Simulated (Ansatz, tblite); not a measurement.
Cost and result up the ladder for AlCl2(NH2) (AlNCl₂H₂) (6 atoms). Charge 0, multiplicity 1. Geometry: PBE0-D4/def2-SVP.

| atom | x (Å) | y (Å) | z (Å) |
| --- | --- | --- | --- |
| Al1 | 0.041 | -0.483 | 0.530 |
| Cl2 | 1.118 | -2.254 | 0.248 |
| Cl3 | -0.913 | -0.130 | 2.357 |
| N4 | -0.061 | 0.697 | -0.762 |
| H5 | -0.561 | 1.577 | -0.703 |
| H6 | 0.376 | 0.593 | -1.670 |

Ansatz on 4 threads of Arm Neoverse V2 on a shared host; xTB runs through tblite on one thread. Times are rough, summed over both states, and most runs start from the orbitals of an earlier one. PBE0-D4/def2-TZVP serves as the yardstick here, not as an exact answer. The other state is a triplet.

The xTB rows come from tblite. HOMO above LUMO, or a gap near zero within one spin, warns that the state may not be the lowest or that an electron is smeared out.

xTB has no spin-polarisation term.

| level | functions | wall time |
| --- | --- | --- |
| GFN2-xTB | 33 | 0.008 s |
| GFN1-xTB | 35 | 0.009 s |
| PBE0-D4/def2-TZVP | 154 | 4.7 s |
| PBE-D4/def2-TZVP | 154 | 5.6 s |
| r2SCAN-D4/def2-TZVP | 154 | 8.2 s |

Task: Estimate what each level gives for the vertical triplet (eV).

Result: 
```tsv
level	vertical triplet (eV)	difference from PBE0-D4/def2-TZVP (eV)	remarks
GFN2-xTB	4.73	-0.84	–
GFN1-xTB	5.01	-0.57	–
PBE0-D4/def2-TZVP	5.58	0.00	–
PBE-D4/def2-TZVP	5.33	-0.25	gap within one spin near zero (triplet)
r2SCAN-D4/def2-TZVP	5.53	-0.05	–
```
